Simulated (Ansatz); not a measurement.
**doublet BeS(+): levels of theory in one basis**

```xyz
2

Be    0.0000    0.0000   -1.0087
S     0.0000    0.0000    1.0087
```

Basis set: def2-SVP (spherical functions). Frozen core: 5 orbitals. Correlation on ROHF uses semicanonical orbitals with singles. Charge 1, multiplicity 2.

Computed with Ansatz (development build ahead of 0.2.0); each method stands on the lowest determinant of its kind that the runs found.

| method | E − E(ROHF) (eV) | <S²> of the determinant |
| --- | --- | --- |
| ROHF | 0.00 | – |
| UHF | -0.10 | 0.76 |
| ROHF-MP2 | -3.27 | – |
| UHF-MP2 | -3.26 | 0.76 |
| ROHF-CCSD(T) | -3.94 | – |
| UHF-CCSD(T) | -3.94 | 0.76 |

**Question.** Is a single determinant a sound starting point here?

**Answer.** By this sign, yes. Unrestricted orbitals gain 0.10 eV and <S²> is 0.76 against 0.75 for a pure state.
